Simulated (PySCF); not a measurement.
ClHSSn, SMILES [SH][Sn][Cl] (connectivity only; charge and spin as stated), neutral, multiplicity 1.

Geometry optimised at PBE0-D3(BJ)/def2-TZVP. The def2 effective core potentials stand for the cores of Sn; spin–orbit coupling is left out. One conformer was computed; it need not be the lowest.

Level of theory: PBE/def2-TZVPD (PySCF).

Symmetry labels are those of the subgroup Cs that the program uses (full group Cs).

**Question.** List the valence orbital energies around the gap with their symmetry. (An estimate is asked for; the answer gives what the named calculation found.)

**Answer.** 
| orbital | symmetry | energy (eV) |
|---|---|---|
| HOMO−7 | A' | -18.00 |
| HOMO−6 | A' | -11.94 |
| HOMO−5 | A' | -9.94 |
| HOMO−4 | A' | -8.40 |
| HOMO−3 | A" | -7.82 |
| HOMO−2 | A' | -7.64 |
| HOMO−1 | A" | -6.71 |
| HOMO | A' | -6.45 |
| LUMO | A" | -3.47 |
| LUMO+1 | A' | -1.65 |
| LUMO+2 | A' | -1.15 |
| LUMO+3 | A' | -0.79 |
